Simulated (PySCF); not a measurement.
Compounds:

A. SMILES [C@@H]1([C@@H](C)O)CC(=C)C1=C
B. `C#Cc1ccc(F)cc1C1=CC1`
C. SMILES CN(C)C1=C(C[SiH3])C[SiH2]1

Spectrum 1. 1H NMR (500 MHz, computed): δ 4.94 (m, 2H), 3.96 (t, 3H), 2.46 (s, 6H), 2.02 (q, 2H), 1.49 (m, 2H). 13C{1H} NMR (computed): δ 152.1 (C), 140.1 (C), 45.2 (CH3), 17.8 (CH2), 14.9 (CH2).

Spectrum 2. 1H NMR (500 MHz, computed): δ 5.74 (br s, 1H), 5.65 (br s, 1H), 5.24 (br s, 1H), 5.13 (br s, 1H), 3.41 (m, 1H), 2.83 (m, 1H), 2.81 (m, 1H), 2.25 (m, 1H), 1.28 (d, 3H), -0.30 (br s, 1H). 13C{1H} NMR (computed): δ 157.0 (C), 153.9 (C), 112.2 (CH2), 111.3 (CH2), 75.8 (CH), 51.9 (CH), 34.3 (CH2), 25.4 (CH3).

Spectrum 3. 1H NMR (500 MHz, computed): δ 7.94 (m, 1H), 7.68 (t, 1H), 7.48 (m, 1H), 7.32 (m, 1H), 3.14 (s, 1H), 1.41 (m, 2H). 13C{1H} NMR (computed): δ 173.2 (C), 142.3 (CH), 138.0 (C), 124.2 (C), 123.5 (CH), 123.2 (C), 121.5 (CH), 121.1 (CH), 93.8 (CH), 87.2 (C), 7.9 (CH2).

- GFN2-xTB geometry
- σ from GIAO-PBE0/pcSseg-1
- run in PySCF 2.14.0 with density-fitted response routines
- no solvent model, non-relativistic Hamiltonian, one computed conformer, averaged over atoms made equivalent by symmetry, fast rotation or ring inversion

Chemical shifts δ = σref − σ; TMS for 1H and 13C, all at this level. Splittings of carbon signals by F and P are missing where no couplings were computed. Where no couplings were computed, multiplicities follow the n + 1 count of equivalent neighbours, and m marks all less simple cases (inequivalent or close neighbours, rings, F or P nearby). Shifts are as computed. Against solution values, carbons near 30 ppm lie about +3 ppm off and those near 130 ppm about +5 ppm. Of 1211 compounds with measured shifts, 218 miss one by over three times the rms of a fit or turn the order of signals round; such compounds aren't used in these exercises. OH and NH positions are gas-phase values without hydrogen bonding to other molecules.

Q: Match each spectrum to its structure.

A: 1–C, 2–A, 3–B.

- Spectrum 1 (C): 5 13C signals; δC 152.1 is an alkene carbon bearing nitrogen; δC 45.2 is a methyl carbon bonded to N.
- Spectrum 2 (A): 8 13C signals; δC 157.0 is a fully substituted alkene carbon; δC 153.9 is a fully substituted alkene carbon.
- Spectrum 3 (B): 11 13C signals; δC 173.2 is an aromatic carbon bearing fluorine; δC 123.2 is a fully substituted alkene carbon.
